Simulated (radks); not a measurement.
The numbers below are computed, except where a source is named.
Radial electron density D(r) = 4 pi r^2 rho(r) of an atom or ion with 40 electrons. Level of theory: Dirac Kohn-Sham, revPBE, spin-unpolarised, spherical densities, point nucleus (a radial shooting solver on a logarithmic mesh with Libxc functionals).

| r (bohr) | D(r) (e/bohr) |
|---|---|
| 0.00299 | 4.871 |
| 0.00402 | 7.901 |
| 0.005362 | 12.31 |
| 0.007209 | 18.71 |
| 0.009615 | 26.80 |
| 0.01293 | 36.31 |
| 0.01724 | 44.90 |
| 0.02318 | 50.18 |
| 0.03092 | 49.69 |
| 0.04157 | 44.92 |
| 0.05544 | 42.60 |
| 0.07454 | 49.06 |
| 0.09942 | 59.48 |
| 0.1337 | 59.23 |
| 0.1783 | 45.24 |
| 0.2397 | 37.06 |
| 0.3197 | 43.79 |
| 0.4298 | 42.59 |
| 0.5733 | 25.00 |
| 0.7646 | 11.56 |
| 1.028 | 9.406 |
| 1.371 | 7.726 |
| 1.843 | 3.859 |
| 2.459 | 1.724 |
| 3.306 | 1.040 |
| 4.409 | 0.5449 |
| 5.928 | 0.1564 |
| 7.906 | 0.02428 |
| 10.63 | 0.001450 |

What is the nuclear charge?

Answer. Z = 40. The innermost maximum, from 1s, lies near gamma/Z bohr with gamma = sqrt(1 - (Z/c)^2) = 0.956, here 0.0239 bohr (found: 0.0261), and its height grows with Z. The density is that of neutral zirconium in [Kr] 4d2 5s2; the configuration itself is not fixed sharply by these data, and Z only to a few units. D(r) has 3 maxima, at r = 0.0261, 0.115, 0.366 bohr, and minima at 0.0528, 0.236 bohr, inside which lie 2.06, 11.10 electrons.
